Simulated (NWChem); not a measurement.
H2BeS

All runs are NWChem calculations. Structure: optimised with B3LYP/def2-SVP, a minimum by its harmonic frequencies. It is one conformer; others weren't searched.

The NWChem input:

```
start mol
memory heap 200 mb stack 900 mb global 1100 mb
geometry "system" units angstroms nocenter noautoz noautosym
  Be     0.629021    -1.278236     0.000000
  H      1.252215    -2.448269     0.000000
  S     -0.290007     0.403526     0.000000
  H      0.871809     1.104788     0.000000
end
set geometry "system"
basis spherical
  * library 6-31g*
end
dft
  xc pbe0
  semidirect memsize 60000000 filesize 0
  iterations 100
  convergence energy 1e-10 density 1e-9 gradient 1e-8
  tolerances tight
end
task dft energy
rt_tddft
  tmax 150.0
  dt 0.2
  tag "kick"
  print dipole
  field "kick"
    type delta
    polarization z
    max 0.0001
  end
  excite "system" with "kick"
end
task dft rt_tddft
```

Change of the dipole's z component after the kick, in units of 1e-4 a.u.:

```json
[
 {"time (a.u.)": "0.0", "Δμ": "0.000"},
 {"time (a.u.)": "0.4", "Δμ": "0.290"},
 {"time (a.u.)": "0.8", "Δμ": "0.568"},
 {"time (a.u.)": "1.2", "Δμ": "0.818"},
 {"time (a.u.)": "1.6", "Δμ": "0.943"},
 {"time (a.u.)": "2.0", "Δμ": "0.985"},
 {"time (a.u.)": "2.4", "Δμ": "0.897"},
 {"time (a.u.)": "2.8", "Δμ": "0.730"},
 {"time (a.u.)": "3.2", "Δμ": "0.588"},
 {"time (a.u.)": "3.6", "Δμ": "0.402"},
 {"time (a.u.)": "4.0", "Δμ": "0.271"},
 {"time (a.u.)": "4.4", "Δμ": "0.175"},
 {"time (a.u.)": "4.8", "Δμ": "0.169"},
 {"time (a.u.)": "5.2", "Δμ": "0.180"},
 {"time (a.u.)": "5.6", "Δμ": "0.198"},
 {"time (a.u.)": "6.0", "Δμ": "0.244"},
 {"time (a.u.)": "6.4", "Δμ": "0.259"},
 {"time (a.u.)": "6.8", "Δμ": "0.241"},
 {"time (a.u.)": "7.2", "Δμ": "0.178"},
 {"time (a.u.)": "7.6", "Δμ": "0.107"},
 {"time (a.u.)": "8.0", "Δμ": "0.022"},
 {"time (a.u.)": "8.4", "Δμ": "-0.078"},
 {"time (a.u.)": "8.8", "Δμ": "-0.149"},
 {"time (a.u.)": "9.2", "Δμ": "-0.191"},
 {"time (a.u.)": "9.6", "Δμ": "-0.215"},
 {"time (a.u.)": "10.0", "Δμ": "-0.203"},
 {"time (a.u.)": "10.4", "Δμ": "-0.176"},
 {"time (a.u.)": "10.8", "Δμ": "-0.123"},
 {"time (a.u.)": "11.2", "Δμ": "-0.084"},
 {"time (a.u.)": "11.6", "Δμ": "-0.037"},
 {"time (a.u.)": "12.0", "Δμ": "0.011"},
 {"time (a.u.)": "12.4", "Δμ": "0.022"},
 {"time (a.u.)": "12.8", "Δμ": "0.035"},
 {"time (a.u.)": "13.2", "Δμ": "0.021"},
 {"time (a.u.)": "13.6", "Δμ": "0.004"},
 {"time (a.u.)": "14.0", "Δμ": "-0.051"},
 {"time (a.u.)": "14.4", "Δμ": "-0.114"},
 {"time (a.u.)": "14.8", "Δμ": "-0.156"},
 {"time (a.u.)": "15.4", "Δμ": "-0.262"},
 {"time (a.u.)": "15.8", "Δμ": "-0.317"},
 {"time (a.u.)": "16.2", "Δμ": "-0.350"},
 {"time (a.u.)": "16.6", "Δμ": "-0.349"},
 {"time (a.u.)": "17.0", "Δμ": "-0.384"},
 {"time (a.u.)": "17.4", "Δμ": "-0.366"},
 {"time (a.u.)": "17.8", "Δμ": "-0.346"},
 {"time (a.u.)": "18.2", "Δμ": "-0.336"},
 {"time (a.u.)": "18.6", "Δμ": "-0.340"},
 {"time (a.u.)": "19.0", "Δμ": "-0.340"},
 {"time (a.u.)": "19.4", "Δμ": "-0.304"},
 {"time (a.u.)": "19.8", "Δμ": "-0.300"},
 {"time (a.u.)": "20.2", "Δμ": "-0.268"},
 {"time (a.u.)": "20.6", "Δμ": "-0.186"},
 {"time (a.u.)": "21.0", "Δμ": "-0.076"},
 {"time (a.u.)": "21.4", "Δμ": "0.045"},
 {"time (a.u.)": "21.8", "Δμ": "0.173"},
 {"time (a.u.)": "22.2", "Δμ": "0.337"},
 {"time (a.u.)": "22.6", "Δμ": "0.464"},
 {"time (a.u.)": "23.0", "Δμ": "0.540"},
 {"time (a.u.)": "23.4", "Δμ": "0.582"},
 {"time (a.u.)": "23.8", "Δμ": "0.595"},
 {"time (a.u.)": "24.2", "Δμ": "0.555"},
 {"time (a.u.)": "24.6", "Δμ": "0.470"},
 {"time (a.u.)": "25.0", "Δμ": "0.399"},
 {"time (a.u.)": "25.4", "Δμ": "0.346"},
 {"time (a.u.)": "25.8", "Δμ": "0.292"},
 {"time (a.u.)": "26.2", "Δμ": "0.266"},
 {"time (a.u.)": "26.6", "Δμ": "0.270"},
 {"time (a.u.)": "27.0", "Δμ": "0.292"},
 {"time (a.u.)": "27.4", "Δμ": "0.291"},
 {"time (a.u.)": "27.8", "Δμ": "0.265"},
 {"time (a.u.)": "28.2", "Δμ": "0.237"},
 {"time (a.u.)": "28.6", "Δμ": "0.144"},
 {"time (a.u.)": "29.0", "Δμ": "0.036"},
 {"time (a.u.)": "29.4", "Δμ": "-0.108"},
 {"time (a.u.)": "29.8", "Δμ": "-0.228"}
]
```
